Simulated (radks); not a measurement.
Problem. Coherent X-ray form factor from a spherical all-electron density. All-electron calculation, scalar-relativistic Kohn-Sham, PBE, spin-polarised, spherical densities, finite nucleus; Fermi nuclear charge, rms radius of each element as measured or else 0.836 A^(1/3) + 0.57 fm. Program: a radial shooting solver on a logarithmic mesh with Libxc functionals.

sin(theta)/lambda (1/angstrom),f0 (electrons)
0.05,12.653
0.1,11.776
0.15,10.712
0.2,9.726
0.25,8.913
0.3,8.254
0.4,7.183
0.5,6.215
0.6,5.293
0.8,3.746
1,2.706
1.25,1.973
1.5,1.602
2,1.264

The species is in the configuration that NIST lists as its ground one. Which atom or ion scatters so?

Solution. The silicon ion Si+, [Ne] 3s2 3p1. Extrapolating in s^2 from the first two rows gives f0(0) = 12.9, near the electron count 13; among species with that count, the fall with angle is slower the higher Z, and the table is that of Z = 14; from so few rows the species is fixed only to a neighbour or two.
